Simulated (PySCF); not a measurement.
OSr (SMILES [O]=[Sr]), singlet, geometry from GFN2-xTB (such geometries of metal compounds can be far from the true shape) (all electrons, no relativity), with bond 1-2 at 2.2 times its length; PBE/3-21G (PySCF).

The PySCF input:
```python
from pyscf import gto, scf, dft

mol = gto.M(
    atom='''
Sr    0.00000000    0.00000000   -2.74891071
O     0.00000000    0.00000000    1.65282606
''',
    basis='3-21g',
    verbose=5,
)

mf = dft.RKS(mol)
mf.xc = 'pbe'
mf.kernel()
mo_i, mo_e, stable_i, stable_e = mf.stability(internal=True, external=True, return_status=True, nroots=6, tol=1e-6)
print('internally stable:', stable_i, ' externally stable:', stable_e)
if not stable_e:
    umf = mf.to_uhf() if not hasattr(mf, 'xc') else mf.to_uks()
    umf.scf_summary = {}
    umf.kernel(umf.make_rdm1(mo_e, umf.mo_occ))
```

The log (banner, timings and long lists left out):

```
PySCF version 2.14.0

[INPUT] verbose = 5
[INPUT] max_memory = 4000
[INPUT] num. atoms = 2
[INPUT] num. electrons = 46
[INPUT] charge = 0
[INPUT] spin (= nelec alpha-beta = 2S) = 0
[INPUT] symmetry False subgroup None
[INPUT] Mole.unit = angstrom
[INPUT] Symbol           X                Y                Z      unit          X                Y                Z       unit  Magmom
[...]
[INPUT] ---------------- BASIS SET ----------------
[INPUT] l, kappa, [nprim/nctr], expnt,             c_1 c_2 ...
[INPUT] Sr
[...]
                                1092.8519         0.37131
                                239.98182         0.686444
[...]
                                70.09046          0.089544
                                22.17641          0.964813
[...]
                                8.475114          0.270084
                                2.942934          0.91592
[...]
                                0.852356          0.497255
                                0.321537          0.72386
[...]
                                0.048177          1.120939
[...]
                                70.09046          0.591947
                                22.17641          0.422171
[...]
                                8.475114          0.493478
                                2.942934          0.570983
[...]
                                0.852356          0.498322
                                0.321537          0.565056
[...]
                                0.048177          0.999893
[...]
                                11.881489         0.513068
                                3.387558          0.567664
[INPUT] O
[...]
                                48.4308           0.3515
                                10.4206           0.707658
[...]
                                1.5762            1.22156
[...]
                                1.5762            0.853955
[...]
nuclear repulsion = 36.5469087602165
number of shells = 17
number of NR pGTOs = 81
number of NR cGTOs = 35
basis = 3-21g
ecp = {}

******** <class 'pyscf.dft.rks.RKS'> ********
method = RKS
initial guess = minao
damping factor = 0
level_shift factor = 0
DIIS = <class 'pyscf.scf.diis.CDIIS'>
diis_start_cycle = 1
diis_space = 8
diis_damp = 0
SCF conv_tol = 1e-09
SCF conv_tol_grad = None
SCF max_cycles = 50
direct_scf = True
direct_scf_tol = 1e-13
XC library pyscf.dft.libxc version 7.1.2
    S. Lehtola, C. Steigemann, M. J. T. Oliveira, and M. A. L. Marques,  SoftwareX 7, 1–5 (2018)
XC functionals = pbe
    J. P. Perdew, K. Burke, and M. Ernzerhof,  Phys. Rev. Lett. 77, 3865 (1996)
    J. P. Perdew, K. Burke, and M. Ernzerhof,  Phys. Rev. Lett. 78, 1396 (1997)
    J. P. Perdew, K. Burke, and M. Ernzerhof,  Phys. Rev. Lett. 77, 3865 (1996)
    J. P. Perdew, K. Burke, and M. Ernzerhof,  Phys. Rev. Lett. 78, 1396 (1997)
radial grids:
    Treutler-Ahlrichs [JCP 102, 346 (1995); DOI:10.1063/1.469408] (M4) radial grids

becke partition: Becke, JCP 88, 2547 (1988); DOI:10.1063/1.454033
pruning grids: <function nwchem_prune>
grids dens level: 3
symmetrized grids: False
atomic radii adjust function: <function treutler_atomic_radii_adjust>
small_rho_cutoff = 0
Set gradient conv threshold to 3.16228e-05
Initial guess from minao.
atom Sr rad-grids = 95, ang-grids = [ 50  50  50  50  50  50  50  50  50  50  50  50  50  50  50  50  50  50
  50  50  50  50  50  50  50  50  50  50  50  86  86  86  86  86  86  86
  86  86  86  86  86  86  86  86  86  86 350 350 350 350 350 350 350 350
 350 350 350 434 434 434 434 434 434 434 434 434 434 434 434 434 434 434
 434 434 434 434 434 434 434 350 350 350 350 350 350 350 350 350 350 350
 350 350 350 350 350]
atom O rad-grids = 75, ang-grids = [ 50  50  50  50  50  50  50  50  50  50  50  50  50  50  50  50  50  50
  50  50  50  50  50  86  86  86  86  86  86  86  86  86 266 266 266 266
 266 266 266 302 302 302 302 302 302 302 302 302 302 302 302 302 302 302
 302 302 302 302 302 266 266 266 266 266 266 266 266 266 266 266 266 266
[...]
SCF not converged.
<class 'pyscf.dft.rks.RKS'> wavefunction has an internal instability
<class 'pyscf.dft.rks.RKS'> wavefunction has an real -> complex instability
<class 'pyscf.dft.rks.RKS'> wavefunction has an RHF/RKS -> UHF/UKS instability
internally stable: False  externally stable: False
[...]
  1.88765746e+00  1.89061224e+00  2.72850000e+00]
  beta  mo_energy =
[-5.70212945e+02 -7.64053852e+01 -6.93910893e+01 -6.93909030e+01
 -6.93908871e+01 -1.81697190e+01 -1.19317359e+01 -9.38899155e+00
 -9.38871105e+00 -9.38857859e+00 -4.86692419e+00 -4.86687403e+00
 -4.86679187e+00 -4.86657754e+00 -4.86657132e+00 -1.63290887e+00
 -1.01210670e+00 -1.01201673e+00 -1.00830273e+00 -2.10954400e-01
 -1.66099300e-01 -7.91124483e-02 -7.90710239e-02 -4.22669909e-02
  2.81233107e-03  3.99208480e-02  3.99462963e-02  1.26317449e-01
  3.76034897e-01  3.76229328e-01  3.76266246e-01  1.88763433e+00
  1.88766385e+00  1.89060929e+00  2.72850547e+00]
multiplicity <S^2> = 0.0043377919  2S+1 = 1.0086383
nelec by numeric integration = [23.00000186 23.00000186]
E1 = -4494.03503019965  E2 = 1271.2969394779964  Ecoul = 1381.029119578732  Exc = -109.73218010073559
cycle= 48 E= -3186.19118196144  delta_E= 0.113  |g|= 1.28  |ddm|= 0.112
  alpha mo_energy =
[-5.70237789e+02 -7.64290355e+01 -6.94149514e+01 -6.94147557e+01
 -6.94147285e+01 -1.82082710e+01 -1.19536177e+01 -9.41089289e+00
 -9.41060545e+00 -9.41045960e+00 -4.88890758e+00 -4.88885839e+00
 -4.88876548e+00 -4.88854864e+00 -4.88854091e+00 -1.65045894e+00
 -1.02917824e+00 -1.02905483e+00 -1.02541736e+00 -2.18168255e-01
 -1.95536960e-01 -8.63144050e-02 -8.62157735e-02 -4.97024387e-02
 -3.59935430e-03  3.49828804e-02  3.49966057e-02  1.17906592e-01
  3.46633666e-01  3.46965874e-01  3.47011741e-01  1.85942072e+00
  1.85944820e+00  1.86216105e+00  2.69942584e+00]
  beta  mo_energy =
[-5.70237788e+02 -7.64290351e+01 -6.94149359e+01 -6.94147556e+01
 -6.94147422e+01 -1.82082647e+01 -1.19536169e+01 -9.41085887e+00
 -9.41060548e+00 -9.41049101e+00 -4.88888104e+00 -4.88883525e+00
 -4.88876415e+00 -4.88857065e+00 -4.88856547e+00 -1.65045553e+00
 -1.02912567e+00 -1.02905715e+00 -1.02545821e+00 -2.18149955e-01
 -1.95533551e-01 -8.62529238e-02 -8.62021317e-02 -4.97363472e-02
 -3.60279869e-03  3.49372951e-02  3.49644475e-02  1.17880492e-01
  3.46670564e-01  3.46969524e-01  3.46996490e-01  1.85942946e+00
  1.85945747e+00  1.86215828e+00  2.69943339e+00]
multiplicity <S^2> = 0.0054064985  2S+1 = 1.0107552
nelec by numeric integration = [23.00000189 23.00000189]
E1 = -4494.408208801188  E2 = 1271.6320072073888  Ecoul = 1381.3810050168297  Exc = -109.74899780944085
cycle= 49 E= -3186.22929283358  delta_E= -0.0381  |g|= 1.23  |ddm|= 0.158
  alpha mo_energy =
[-5.70324036e+02 -7.65144894e+01 -6.95004387e+01 -6.95004332e+01
 -6.95002914e+01 -1.78570088e+01 -1.20378425e+01 -9.49515514e+00
 -9.49514257e+00 -9.49419043e+00 -4.97336370e+00 -4.97336367e+00
 -4.97275162e+00 -4.97274285e+00 -4.97253767e+00 -1.73181367e+00
 -1.10995027e+00 -1.10992326e+00 -1.10223999e+00 -2.73054048e-01
 -1.24289788e-01 -1.24261964e-01 -7.72303129e-02 -2.64516723e-02
  1.85565079e-02  1.85854251e-02  4.79752025e-02  1.47138675e-01
  5.91435101e-01  5.92767761e-01  5.92775530e-01  2.10143843e+00
  2.10147777e+00  2.10249562e+00  2.94863063e+00]
  beta  mo_energy =
[-5.70324037e+02 -7.65144896e+01 -6.95004397e+01 -6.95004339e+01
 -6.95002906e+01 -1.78570034e+01 -1.20378429e+01 -9.49515585e+00
 -9.49514321e+00 -9.49419031e+00 -4.97336454e+00 -4.97336451e+00
 -4.97275185e+00 -4.97274304e+00 -4.97253768e+00 -1.73181525e+00
 -1.10995237e+00 -1.10992401e+00 -1.10224174e+00 -2.73048700e-01
 -1.24281472e-01 -1.24240128e-01 -7.72522503e-02 -2.64645059e-02
  1.85661565e-02  1.86010324e-02  4.79768522e-02  1.47144644e-01
  5.91430089e-01  5.92768412e-01  5.92775890e-01  2.10144534e+00
  2.10148283e+00  2.10249821e+00  2.94863355e+00]
multiplicity <S^2> = 6.8474532e-05  2S+1 = 1.0001369
nelec by numeric integration = [23.0000005 23.0000005]
E1 = -4490.1473202163415  E2 = 1275.2795916578839  Ecoul = 1384.469183466334  Exc = -109.18959180845025
cycle= 50 E= -3178.32081979824  delta_E= 7.91  |g|= 0.764  |ddm|= 6.26
SCF not converged.
SCF energy = -3178.32081979824 after 50 cycles  <S^2> = 6.8474532e-05  2S+1 = 1.0001369
```

Convergence was not reached.
